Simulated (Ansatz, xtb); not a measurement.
**Relative energy of two isomers of BFH4N2**

We compare X, `[H]/N=[B-](\[NH3+])F`, a singlet, with Y, `NB(N)F`, a singlet. Both are isolated molecules in the gas phase, relaxed with B3LYP/6-31G*; the shapes shown needn't be the lowest conformers.

X (Å):

```xyz
8

B     0.7760   -0.2247   -0.5212
F     0.9458   -0.9033    0.6451
N    -0.0046   -0.3903   -1.5713
N     1.8951    1.0388   -0.3640
H     0.0446    0.2612   -2.3482
H     2.8452    0.6761   -0.2494
H     1.8735    1.6399   -1.1873
H     1.6927    1.6085    0.4617
```

Y (Å):

```xyz
8

B     1.1813    0.0646   -0.5206
F     0.9463   -1.2238   -0.1717
N     0.8727    0.4591   -1.8464
N     1.7198    0.9301    0.4641
H     0.4890   -0.1953   -2.5107
H     1.0052    1.3889   -2.2114
H     1.9345    1.9031    0.3139
H     1.9243    0.6004    1.3948
```

Problem. Estimate E(Y) − E(X) at the level CCSD(T)/def2-TZVP.

Solution. Calculated at CCSD(T)/def2-TZVP: E(Y) − E(X) = −54.2 kcal/mol, so structure Y lies lower.

The same difference at several levels:

| level | geometry | E(Y) − E(X) (kcal/mol) | departure from the last row (kcal/mol) | job, with rough time for the two |
| --- | --- | --- | --- | --- |
| B3LYP/6-31G* | B3LYP/6-31G* | −55.4 | −1.2 | optimisation, 60 s |
| HF/def2-TZVP | B3LYP/6-31G* | −62.6 | −8.4 | part of the CCSD(T) run |
| MP2/def2-TZVP | B3LYP/6-31G* | −54.5 | −0.3 | part of the CCSD(T) run |
| CCSD(T)/def2-TZVP | B3LYP/6-31G* | −54.2 |  | single point, 92 s |

As drawn, Y has 1 B–N in place of 1 B=N.

The levels shown agree on the order. The largest departure from CCSD(T)/def2-TZVP is that of HF/def2-TZVP, 8.4 kcal/mol. Levels run at GFN2-xTB geometries aren't shown.

With harmonic frequencies from B3LYP/6-31G* (ideal gas, rigid rotor, one conformer each, 298.15 K, 1 atm): on the last row, ΔE + ΔZPE = −54.5, ΔH = −54.2, ΔG = −54.1 kcal/mol.

The correlated steps freeze 4 core orbitals. Codes used: Ansatz 0.2.0; the last row on 1 thread of Arm Neoverse V2 on a shared host.
